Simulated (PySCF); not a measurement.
Job file and geometry (Å, from GFN2-xTB) of an NMR shielding run on SMILES O=C[C@@H]1C[Si@H]1S[SiH](O)O, C$_{3}$H$_{8}$O$_{3}$SSi$_{2}$, GIAO PBE0/pcSseg-1 NMR shielding, non-relativistic, gas phase (PySCF); density fitting, a coarse starting grid and PySCF grid level 2 are the driver's defaults:

```
$ OMP_NUM_THREADS=1 python probes_run.py task.json out

{"job": {"kind": "nmr", "xc": "PBE0", "basis": "pcSseg-1"}, "charge": 0, "multiplicity": 1}
O     -1.735522    -1.609514    -0.439865
C     -1.905570    -0.593753     0.254330
C     -0.892070     0.031681     0.998199
C     -1.038928     1.364194     1.704083
Si    -0.288341     1.632290     0.001022
S      1.729686     1.476814    -0.483803
Si     1.951326    -0.756847    -0.889901
O      2.416982    -1.354835     0.537926
O      0.602064    -1.380684    -1.399255
H     -2.891295    -0.098718     0.244154
H     -0.058198    -0.592898     1.287557
H     -2.060816     1.689628     1.856681
H     -0.448457     1.462883     2.604736
H     -1.200468     2.104956    -1.017823
H      2.951981    -0.756513    -1.928382
H      3.157940    -0.997411     1.021251
H     -0.297311    -1.609243    -0.974261
```

**Question.** What does the program print?

**Answer.** 
```
coarse grid: 16352 points
cycle   1  E = -1320.8957453488  dE =  1.499e+00  |g| = 1.210e+00  |ddm| = 3.964e+00
cycle   2  E = -1320.2026785977  dE =  6.931e-01  |g| = 2.199e+00  |ddm| = 3.306e+00
cycle   3  E = -1321.1498019543  dE = -9.471e-01  |g| = 3.390e-01  |ddm| = 2.693e+00
cycle   4  E = -1321.1714682354  dE = -2.167e-02  |g| = 1.258e-01  |ddm| = 3.851e-01
cycle   5  E = -1321.1740707385  dE = -2.603e-03  |g| = 3.620e-02  |ddm| = 1.245e-01
cycle   6  E = -1321.1743931575  dE = -3.224e-04  |g| = 9.865e-03  |ddm| = 5.225e-02
cycle   7  E = -1321.1744127109  dE = -1.955e-05  |g| = 2.932e-03  |ddm| = 1.153e-02
cycle   8  E = -1321.1744143252  dE = -1.614e-06  |g| = 9.220e-04  |ddm| = 3.158e-03
final grid: 145824 points
cycle   9  E = -1321.2579876867  dE = -4.404e-05  |g| = 1.320e-02  |ddm| = 3.954e-02
cycle  10  E = -1321.2579102354  dE =  7.745e-05  |g| = 2.348e-02  |ddm| = 2.990e-02
cycle  11  E = -1321.2580207245  dE = -1.105e-04  |g| = 2.921e-03  |ddm| = 2.127e-02
cycle  12  E = -1321.2580223015  dE = -1.577e-06  |g| = 4.274e-04  |ddm| = 2.659e-03
cycle  13  E = -1321.2580223358  dE = -3.428e-08  |g| = 1.363e-04  |ddm| = 5.042e-04
cycle  14  E = -1321.2580223394  dE = -3.612e-09  |g| = 4.705e-05  |ddm| = 1.810e-04
cycle  15  E = -1321.2580223399  dE = -5.316e-10  |g| = 1.198e-05  |ddm| = 6.329e-05
converged SCF energy = -1321.2580223399

GIAO shielding tensors (ppm)
atom      isotropic    diamagn.    paramagn.     s11        s22        s33       span
  0 O     -152.808     403.887    -556.695   -521.372   -271.504    334.453    855.825
  1 C      -14.310     249.729    -264.039   -117.130    -17.981     92.181    209.311
  2 C      142.542     266.453    -123.911     81.815    152.500    193.311    111.496
  3 C      169.856     258.015     -88.159    159.293    171.128    179.146     19.853
  4 Si     437.852     883.255    -445.404    295.179    371.620    646.756    351.577
  5 S      729.537    1062.377    -332.841    597.691    733.472    857.447    259.756
  6 Si     388.149     880.542    -492.393    356.283    367.194    440.970     84.686
  7 O      255.113     390.070    -134.957    224.145    255.899    285.296     61.151
  8 O      240.404     395.565    -155.161    205.330    253.302    262.581     57.251
  9 H       22.979      30.012      -7.033     19.643     21.338     27.956      8.314
 10 H       28.458      37.838      -9.379     24.656     26.663     34.056      9.400
 11 H       30.182      31.194      -1.013     25.439     25.916     39.189     13.750
 12 H       29.707      31.569      -1.862     25.044     26.711     37.367     12.324
 13 H       27.598      30.678      -3.080     21.835     24.871     36.088     14.253
 14 H       26.230      27.800      -1.570     21.685     23.482     33.523     11.839
 15 H       29.653      31.593      -1.940     22.331     24.255     42.372     20.041
 16 H       19.522      29.465      -9.943      6.046     13.107     39.414     33.368
```

**Question.** Turn these shieldings into chemical shifts. Referencing at the same level of theory: 17O (σref 336.08) vs H2O; TMS for 13C (σref 186.93) and 29Si (σref 349.16) and 1H (σref 31.72); 33S (σref 503.73) vs CS2.

**Answer.** Averaging equivalent atoms: O 0: 488.9; O 8: 95.7; O 7: 81.0; C 1: 201.2; C 2: 44.4; C 3: 17.1; Si 6: -39.0; Si 4: -88.7; S 5: -226; H 16: 12.19; H 9: 8.74; H 14: 5.49; H 13: 4.12; H 10: 3.26; H 15: 2.06; H 12: 2.01; H 11: 1.54 ppm. Unscaled 17O shifts of doubly bonded oxygen tend to come out too high, by tens of ppm or more. Experimental scales use liquid or dissolved standards, which lie at an offset from isolated H2O (liquid H2O: subtract about 36 ppm).

Size and cost of the density-fitted run: 214 basis functions, 77 s wall time on 1 thread of an Arm Neoverse N1, shared host; peak memory 1.1 GiB.
